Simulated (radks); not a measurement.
The numbers below are computed, except where a source is named.
The nuclear charge of the terbium ion Tb+ is varied continuously with 64 electrons held in [Xe] 4f9 6s1. Code: a radial shooting solver on a logarithmic mesh with Libxc functionals. Model: Dirac Kohn-Sham, PBE, spin-unpolarised, spherical densities, point nucleus; open shells fill j = l - 1/2 first. By the Hellmann-Feynman theorem dE/dZ = E(electron-nucleus)/Z, the electronic potential at the nucleus.

| Z | E (hartree) | E(electron-nucleus)/Z (hartree) | HOMO | e(HOMO) (eV) | <r> HOMO (bohr) |
|---|---|---|---|---|---|
| 64.3 | -11410.6582 | -436.484 | 4f7/2 | -0.567 | 1.098 |
| 64.4 | -11454.3581 | -437.513 | 4f7/2 | -1.441 | 1.040 |
| 64.5 | -11498.1607 | -438.538 | 4f7/2 | -2.474 | 1.007 |
| 64.6 | -11542.0657 | -439.561 | 4f7/2 | -3.614 | 0.9818 |
| 64.7 | -11586.0728 | -440.582 | 4f7/2 | -4.836 | 0.9616 |
| 64.8 | -11630.1820 | -441.601 | 4f7/2 | -6.129 | 0.9443 |
| 64.9 | -11674.3931 | -442.620 | 4f7/2 | -7.482 | 0.9289 |
| 65 | -11718.7060 | -443.639 | 6s1/2 | -8.733 | 3.766 |
| 65.1 | -11763.1208 | -444.657 | 6s1/2 | -9.445 | 3.702 |
| 65.2 | -11807.6374 | -445.675 | 6s1/2 | -10.175 | 3.641 |
| 65.3 | -11852.2558 | -446.693 | 6s1/2 | -10.922 | 3.584 |
| 65.4 | -11896.9760 | -447.711 | 6s1/2 | -11.685 | 3.529 |
| 65.5 | -11941.7980 | -448.729 | 6s1/2 | -12.463 | 3.476 |
| 65.6 | -11986.7217 | -449.747 | 6s1/2 | -13.257 | 3.426 |
| 65.7 | -12031.7473 | -450.765 | 6s1/2 | -14.066 | 3.378 |
| 65.8 | -12076.8747 | -451.783 | 6s1/2 | -14.889 | 3.332 |
| 65.9 | -12122.1039 | -452.802 | 6s1/2 | -15.727 | 3.288 |
| 66 | -12167.4350 | -453.821 | 6s1/2 | -16.578 | 3.246 |

The central difference of E at Z = 65 is -443.639 hartree, to compare with the third column; the second derivative is -10.2 hartree. No converged solution with all levels bound was reached at Z = 64, 64.1, 64.2.
